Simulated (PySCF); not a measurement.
B(CCH)(H)2, SMILES BC#C, PBE0/def2-SVP optimised geometry.

```
6

B      0.35     1.12     0.00
C     -0.41    -0.18     0.00
C     -1.02    -1.24     0.00
H     -1.56    -2.17     0.00
H     -0.25     2.17     0.00
H      1.56     1.12     0.00
```

Density from PBE0/def2-TZVP in PySCF at that geometry.

Minimum of the electron density along straight lines between bonded atoms, close to the bond critical point (lines longer than 1.1 times the sum of covalent radii, or with two minima, are not listed):

```csv
bond,length / Å,ρ at the minimum / e bohr⁻³,∇²ρ there / e bohr⁻⁵,position (fraction from the first atom)
B1–C2,1.508,0.189,0.03,0.33
C2–C3,1.221,0.410,-1.22,0.48
C3–H4,1.076,0.285,-1.05,0.67
B1–H5,1.207,0.183,-0.42,0.44
B1–H6,1.207,0.183,-0.42,0.44
```
